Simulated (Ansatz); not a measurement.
CH7BSi, SMILES `BC[SiH3]` (charge 0, multiplicity 1).

The numbers are results of Ansatz (a quantum-chemistry and plane-wave program) with frozen-core CCSD(T)/6-31g // PBE0-D3(BJ)/def2-TZVP, not measurements.

Ansatz 0.2 input:
```yaml
crystal:
  periodic: [false, false, false]
  atoms:
    - { symbol: B, position_ang: [-1.48351, -0.162517, 0.340546] }
    - { symbol: C, position_ang: [-0.348939, 0.729847, -0.173209] }
    - { symbol: Si, position_ang: [1.228421, -0.320931, -0.131348] }
    - { symbol: H, position_ang: [-1.726544, -0.226753, 1.511971] }
    - { symbol: H, position_ang: [-2.096231, -0.863773, -0.413275] }
    - { symbol: H, position_ang: [-0.440922, 1.035917, -1.219696] }
    - { symbol: H, position_ang: [-0.116303, 1.591477, 0.459778] }
    - { symbol: H, position_ang: [1.533573, -0.764157, 1.253397] }
    - { symbol: H, position_ang: [2.360822, 0.501276, -0.63124] }
    - { symbol: H, position_ang: [1.089634, -1.520388, -0.996925] }
basis:
  gaussian: { orbitals: "6-31g" }
correlation:
  method: ccsd_t
```

Output:

```
Functional definition: HF
617 factors; integrals over basis functions are off by at most 2.3e-4 eV
mean field evaluation 1: about -9670.9178 eV, gradient 2.0e1 eV
mean field evaluation 2: about -9670.9168 eV, gradient 2.0e1 eV
mean field evaluation 4: about -9672.2267 eV, gradient 2.1e0 eV
mean field evaluation 8: about -9672.2438 eV, gradient 7.8e-3 eV
mean field evaluation 16: about -9672.2452 eV, gradient 1.5e-2 eV
mean field -9672.24377433 eV, -355.4484026243 hartree, gradient 7.1e-6 eV, S^2 0.000000; 1 other end points of the search recorded, 0 dependent functions left out
7 core orbitals not correlated
reference -9672.24377433 eV, -355.4484026243 hartree; 9, 9 occupied and 29, 29 virtual orbitals, 617 factors
second order -5.40465067 eV of doubles, -0.00000000 eV of singles
cycle   1  -6.18995296 eV  change   -7.9e-1 eV  update   7.1e-2
cycle   2  -6.53519171 eV  change   -3.5e-1 eV  update   2.6e-2
cycle   3  -6.56445263 eV  change   -2.9e-2 eV  update   6.5e-3
cycle   4  -6.56322757 eV  change    1.2e-3 eV  update   2.0e-3
cycle   5  -6.56307434 eV  change    1.5e-4 eV  update   7.1e-4
cycle   6  -6.56302987 eV  change    4.4e-5 eV  update   2.5e-4
cycle   7  -6.56298301 eV  change    4.7e-5 eV  update   9.8e-5
cycle   8  -6.56298874 eV  change   -5.7e-6 eV  update   3.8e-5
cycle   9  -6.56298682 eV  change    1.9e-6 eV  update   1.2e-5
perturbative correction -0.13932335 eV, -0.0051200389 hartree
Total energy: -9678.94608450 eV, -355.6947079802 hartree
```
